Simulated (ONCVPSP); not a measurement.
**u(r) = r·R(r): atom against pseudo-atom (Sb)**

Columns: radius, all-electron u(r) and pseudo u(r) of the 4p shell (level -102.34 eV) of antimony in the configuration [Ar] 3d10 4s2 4p6 4d10 5s1.5 5p3.5; LDA (Perdew-Wang 92), scalar-relativistic, ONCV scheme, ONCVPSP 4.0.1.

```json
{"r (bohr)": "0.060", "all-electron": "0.4594", "pseudo": "0.0124"}
{"r (bohr)": "0.120", "all-electron": "0.0637", "pseudo": "0.0503"}
{"r (bohr)": "0.180", "all-electron": "-0.4871", "pseudo": "0.1160"}
{"r (bohr)": "0.240", "all-electron": "-0.6952", "pseudo": "0.2107"}
{"r (bohr)": "0.300", "all-electron": "-0.5583", "pseudo": "0.3340"}
{"r (bohr)": "0.360", "all-electron": "-0.2269", "pseudo": "0.4805"}
{"r (bohr)": "0.420", "all-electron": "0.1654", "pseudo": "0.6414"}
{"r (bohr)": "0.480", "all-electron": "0.5313", "pseudo": "0.8037"}
{"r (bohr)": "0.540", "all-electron": "0.8272", "pseudo": "0.9533"}
{"r (bohr)": "0.600", "all-electron": "1.0400", "pseudo": "1.0775"}
{"r (bohr)": "0.660", "all-electron": "1.1720", "pseudo": "1.1665"}
{"r (bohr)": "0.720", "all-electron": "1.2357", "pseudo": "1.2160"}
{"r (bohr)": "0.780", "all-electron": "1.2453", "pseudo": "1.2264"}
{"r (bohr)": "0.840", "all-electron": "1.2150", "pseudo": "1.2022"}
{"r (bohr)": "0.900", "all-electron": "1.1571", "pseudo": "1.1504"}
{"r (bohr)": "0.960", "all-electron": "1.0818", "pseudo": "1.0791"}
{"r (bohr)": "1.020", "all-electron": "0.9968", "pseudo": "0.9960"}
{"r (bohr)": "1.080", "all-electron": "0.9080", "pseudo": "0.9077"}
{"r (bohr)": "1.140", "all-electron": "0.8194", "pseudo": "0.8192"}
{"r (bohr)": "1.200", "all-electron": "0.7337", "pseudo": "0.7335"}
{"r (bohr)": "1.260", "all-electron": "0.6528", "pseudo": "0.6527"}
{"r (bohr)": "1.320", "all-electron": "0.5777", "pseudo": "0.5776"}
{"r (bohr)": "1.380", "all-electron": "0.5089", "pseudo": "0.5088"}
{"r (bohr)": "1.440", "all-electron": "0.4466", "pseudo": "0.4465"}
{"r (bohr)": "1.500", "all-electron": "0.3906", "pseudo": "0.3905"}
{"r (bohr)": "1.560", "all-electron": "0.3407", "pseudo": "0.3406"}
```

Q: How many radial nodes do the two functions have?

A: The all-electron 4p function has n − l − 1 = 2; the pseudo-wave has 0, since the states of the same l below it are removed with the core.

Q: At about which radius was the pseudo-wave matched?

A: 1.15 bohr. The columns agree to 0.0005 from 1.08 bohr on; several derivatives are matched, so the curves merge somewhat inside the radius.

Q: Where does each function peak?

A: Outermost all-electron maximum near 0.78 bohr, pseudo maximum near 0.78 bohr (to the table’s step).

Q: Is the pseudo-wave norm-conserving?

A: Yes: the ONCV scheme keeps the norm inside the radius equal to the all-electron one, which fixes the energy derivative of the logarithmic derivative at the level.
